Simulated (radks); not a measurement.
The nuclear charge of the rubidium ion Rb+ is varied continuously with 36 electrons held in [Kr]. Calculated with a radial shooting solver on a logarithmic mesh with Libxc functionals: Dirac Kohn-Sham, PBEsol, spin-unpolarised, spherical densities, finite nucleus; Fermi nuclear charge, rms radius 4.2036 fm. By the Hellmann-Feynman theorem dE/dZ = E(electron-nucleus)/Z, the electronic potential at the nucleus (averaged over a nucleus of fixed radius).

Z     E (hartree)  E(electron-nucleus)/Z (hartree)   HOMO  e(HOMO) (eV)  <r> HOMO (bohr)
36.5  -2883.16354                         -190.754  4p3/2       -14.863            1.831
37    -2979.42226                         -194.281  4p3/2       -21.350            1.725
37.5  -3077.44458                         -197.808  4p3/2       -28.445            1.636
38    -3177.23086                         -201.337  4p3/2       -36.115            1.558

The central difference of E at Z = 37 is -194.281 hartree, to compare with the third column; the second derivative is -7.05 hartree.
